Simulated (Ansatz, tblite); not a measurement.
Removing and adding an electron: SnMe2 (C2H6Sn). Charge 0, multiplicity 1. Geometry: PBE0-D4/def2-TZVP. Ansatz, gas phase; energy differences of separate SCF runs; the oxidised species was run as a doublet alone; the reduced species was run as a doublet alone.

```xyz
9

Sn   -0.192    0.424    1.456
C    -1.400    0.660   -0.356
H    -1.652   -0.329   -0.752
H    -0.813    1.174   -1.123
H    -2.322    1.216   -0.181
C     1.395   -0.650    0.395
H     1.813    0.003   -0.379
H     0.972   -1.522   -0.114
H     2.199   -0.976    1.054
```

In the def2 sets Sn takes a core potential; there is no spin–orbit coupling. The xTB rows come from tblite.

```json
{"level": "GFN1-xTB", "−HOMO (eV)": "10.61", "vertical IE (eV)": "13.71", "−LUMO (eV)": "7.88", "vertical EA (eV)": "4.51", "HOMO–LUMO gap (eV)": "2.73", "IE − EA (eV)": "9.20", "remarks": "–"}
{"level": "GFN2-xTB", "−HOMO (eV)": "9.74", "vertical IE (eV)": "12.69", "−LUMO (eV)": "6.95", "vertical EA (eV)": "4.15", "HOMO–LUMO gap (eV)": "2.79", "IE − EA (eV)": "8.54", "remarks": "–"}
{"level": "PBE-D4/def2-TZVP", "−HOMO (eV)": "4.98", "vertical IE (eV)": "7.87", "−LUMO (eV)": "3.05", "vertical EA (eV)": "–", "HOMO–LUMO gap (eV)": "1.92", "IE − EA (eV)": "–", "remarks": "–"}
{"level": "PBE-D4/def2-TZVPD", "−HOMO (eV)": "5.01", "vertical IE (eV)": "–", "−LUMO (eV)": "3.08", "vertical EA (eV)": "0.66", "HOMO–LUMO gap (eV)": "1.93", "IE − EA (eV)": "–", "remarks": "HOMO above zero (-1 doublet)"}
{"level": "r2SCAN-D4/def2-TZVP", "−HOMO (eV)": "5.18", "vertical IE (eV)": "7.87", "−LUMO (eV)": "2.92", "vertical EA (eV)": "–", "HOMO–LUMO gap (eV)": "2.27", "IE − EA (eV)": "–", "remarks": "–"}
{"level": "r2SCAN-D4/def2-TZVPD", "−HOMO (eV)": "5.20", "vertical IE (eV)": "–", "−LUMO (eV)": "2.93", "vertical EA (eV)": "0.75", "HOMO–LUMO gap (eV)": "2.27", "IE − EA (eV)": "–", "remarks": "HOMO above zero (-1 doublet)"}
{"level": "PBE0-D4/def2-TZVP", "−HOMO (eV)": "5.92", "vertical IE (eV)": "7.92", "−LUMO (eV)": "2.30", "vertical EA (eV)": "–", "HOMO–LUMO gap (eV)": "3.62", "IE − EA (eV)": "–", "remarks": "–"}
{"level": "PBE0-D4/def2-TZVPD", "−HOMO (eV)": "5.94", "vertical IE (eV)": "–", "−LUMO (eV)": "2.32", "vertical EA (eV)": "0.69", "HOMO–LUMO gap (eV)": "3.62", "IE − EA (eV)": "–", "remarks": "HOMO above zero (-1 doublet)"}
```

   A HOMO above zero means that the electron is unbound at that level or that self-interaction error raises the level; the energy of removing that electron tells which. Raw xTB energy differences between charge states are shifted by several eV; the methods need an empirical correction for them.
